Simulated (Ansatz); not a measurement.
C3H12OSi2, SMILES [SiH3][SiH2]OCCC.

Coordinates come from a PBE-D3(BJ)/def2-SVP optimisation. One conformer was computed; it need not be the lowest.

Two levels are set side by side: PBE/def2-SVPD (Ansatz, an electronic-structure program) and PBE0/def2-SVPD (Ansatz). Energy differences of separate SCF runs at the same geometry; the states with an electron removed or added have multiplicity 2 and 2. Differences are taken from unrounded values.

```csv
quantity,PBE
vertical ionisation energy (eV),9.37
vertical singlet–triplet gap (eV),5.49
```

**Question.** These are the PBE values. What does PBE0 give? (The exact figures need the calculation; the answer reports its results.)

**Answer.** 
| quantity | PBE0 | PBE minus PBE0 |
|---|---|---|
| vertical ionisation energy (eV) | 9.83 | -0.46 |
| vertical singlet–triplet gap (eV) | 5.88 | -0.38 |
